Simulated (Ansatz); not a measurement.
An input meant for Li₃Se²⁺ (charge 2, doublet; atoms displaced at random, 0.08 Å in each coordinate).

```yaml
crystal:
  periodic: [false, false, false]
  atoms:
    - {symbol: Li, position_ang: [-4.834801, -0.100075, -1.766060]}
    - {symbol: Li, position_ang: [1.244224, 3.376868, 3.515655]}
    - {symbol: Li, position_ang: [3.820284, -3.011312, -1.982986]}
    - {symbol: Se, position_ang: [-0.047490, -0.130724, -0.113721]}
basis:
  gaussian: {orbitals: def2-TZVP}
total_charge: 2
magnetization: {spin_polarized: true, initial_magnetization: 1}
hamiltonian: {xc: {name: PBE0}, dispersion: d3bj}
scf: {omitted_lower_state_checks: [starts]}
output: {forces: true}
```

```sh
$ ansatz run in.yaml --threads 4 --pin off --events-out ev --progress --plain --max-ram 3916MiB
```

Shortened log:

```
Functional definition: PBE0
778 factors; integrals over basis functions are off by at most 3.3e-4 eV
mean field evaluation 1: about -65930.1240 eV, gradient 3.7e1 eV
mean field evaluation 2: about -65851.0179 eV, gradient 6.3e1 eV
mean field evaluation 4: about -65938.4185 eV, gradient 6.9e0 eV
mean field evaluation 8: about -65938.8423 eV, gradient 4.8e-1 eV
mean field evaluation 16: about -65938.8468 eV, gradient 8.5e-3 eV
mean field evaluation 32: about -65938.8469 eV, gradient 1.1e-4 eV
mean field -65938.84687182 eV, -2423.2079275837 hartree, gradient 1.3e-6 eV, S^2 0.811240; 0 other end points of the search recorded, 0 dependent functions left out
reference -65938.84698543 eV, -2423.2079317587 hartree; 21, 20 occupied and 69, 70 virtual orbitals, 778 factors
Total energy: -65938.90038400 eV, -2423.2098941199 hartree
Atom 0 at    -4.834801    -0.100075    -1.766060 Å, force     0.291829    -0.017677     0.096972 eV/Å
Atom 1 at     1.244224     3.376868     3.515655 Å, force    -0.071699    -0.187213    -0.183275 eV/Å
Atom 2 at     3.820284    -3.011312    -1.982986 Å, force    -0.217251     0.139735     0.094279 eV/Å
Atom 3 at    -0.047490    -0.130724    -0.113721 Å, force    -0.002878     0.065156    -0.007976 eV/Å
Dipole moment:     0.309047     0.459932     0.048980 e Å
Checks for a lower state left out: starts
```

Question: Something in this input is off. What?

Answer: The geometry is stretched to more than twice its size. Self-consistency was reached. The result belongs to that input, not to the species as meant.
